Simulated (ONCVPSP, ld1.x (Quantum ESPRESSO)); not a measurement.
## Potentials for Fe (Z = 26) compared

Generated with ld1.x 7.5 (TM, RRKJ, ultrasoft, PAW), atompaw 4.2 or ONCVPSP 4.0.1. The cutoff is in Ry: for ld1.x and atompaw files where the sum of valence levels is converged to 10 mRy in a Bessel basis, for ONCV files where the hardest occupied wave has 1 mHa per electron of residual kinetic energy. The error is the largest all-electron minus pseudo excitation energy over each file’s own four to seven test configurations (ionisations up to +4, promotions, holes and added fractions of an electron), all of which were solved. The labels leave out finer settings (local radius, basis sizes, second energies), which also bear on the numbers. Spin-polarised tests are not counted. The rows are a selection from randomly drawn settings: files with unsolved tests, undetermined cutoffs or missed reference levels are left out.

A true bound ghost makes a file unfit for plane-wave use even where its test errors are small: the radial tests pick states by their node count and pass the ghost by.

```tsv
potential	cutoff (Ry)	largest error (meV)	bound ghosts
ONCV, LDA (Perdew-Wang 92), fully relativistic, rc 1.50/1.15/1.45 (spd), local smoothed, core correction yes, reference 3s2 3p6 3d6 4s2, qcut 8.7/10.9/9.2, projectors 2/2/2	77	+26	none
TM semilocal, PBE, scalar-relativistic, rc 1.65/2.30/1.90 (spd), local s, core correction yes, reference 3d6 4s2 4p0	80	-1060	none
ONCV, PBE, scalar-relativistic, rc 2.00/1.90/1.00 (spd), local smoothed, core correction yes, reference 3d7 4s1, qcut 3.1/4/13.9, projectors 2/3/2	160	-629	s, p
ONCV, Wu-Cohen, scalar-relativistic, rc 1.85/1.90/1.15/1.70 (spdf), local smoothed, core correction no, reference 3d6 4s2, qcut 3.3/4.2/15.4/7.3, projectors 2/2/3/2	160	-365	s
```

Fill in the row for Fe: ONCV, PBE, scalar-relativistic, rc 1.00/1.05/1.85 (spd), local smoothed, core correction yes, reference 3s2 3p6 3d5, qcut 11/12.4/9.4, projectors 1/2/2.

cutoff 97 Ry, largest error +313 meV, bound ghosts: none.

Fill in the row for Fe: ONCV, PBEsol, scalar-relativistic, rc 1.60/1.15/0.90 (spd), local d, core correction no, reference 3s2 3p6 3d6.5 4s1.5, qcut 8.8/13.1/9.9, projectors 2/1/0.

cutoff 699 Ry, largest error -12 meV, bound ghosts: none.

Fill in the row for Fe: ONCV, LDA (Perdew-Zunger), scalar-relativistic, rc 1.50/0.95/1.65 (spd), local smoothed, core correction yes, reference 3s2 3p6 3d6 4s1.5, qcut 7.9/9.8/11.3, projectors 2/2/3.

cutoff 91 Ry, largest error -83 meV, bound ghosts: none.
